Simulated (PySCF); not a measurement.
Compound: C5H7F3OS.
SMILES: `C=C(CC(F)(F)F)[S@@](C)=O`

Torsions of this conformer, `[CH2:1]=[C:2]([CH2:3][C:4]([F:5])([F:6])[F:7])[S@@:8]([CH3:9])=[O:10]`: C1–C2–C3–C4 -68°, C2–C3–C4–F5 -59°, C1–C2–S8–C9 95°.

The closed-shell ground state was solved at several levels (PySCF, density fitting, gas phase, non-relativistic). Geometry: PBE0-D3(BJ)/def2-SVP, one conformer, isolated molecule.

```tsv
level	basis functions	total energy (Eh)	HOMO (eV)	LUMO (eV)	gap (eV)	dipole (D)
HF/pcSseg-1	212	-963.9475	-10.17	2.62	12.79	3.93
PBE0/pcSseg-1	212	-966.8354	-6.98	-1.17	5.81	3.26
```

Question: What might wB97X-D/def2-SVPD (275 basis functions) give for the same quantities?

Answer: Total energy -966.9453 Eh, HOMO -8.95 eV, LUMO 0.54 eV, gap 9.49 eV, dipole 3.37 D.

Question: Over all these levels, which gives the widest orbital gap and which the narrowest?

Answer: HF/pcSseg-1 (Hartree–Fock, all exact exchange) has the widest, 12.79 eV, and PBE0/pcSseg-1 (global hybrid, 25 % exact exchange) the narrowest, 5.81 eV. The two share the basis. From the narrowest to the widest the HOMO moves by -3.19 eV and the LUMO by +3.79 eV. The HOMO need not be the same orbital at Hartree–Fock and at DFT levels.

Question: How far do the dipole and the HOMO energy spread over the levels?

Answer: The dipole runs from 3.26 to 3.93 D (mean 3.52 D) and the HOMO from -10.17 to -6.98 eV.

wB97X-D is run here without its empirical dispersion term; that term would change no orbital, density or response property at a fixed geometry.
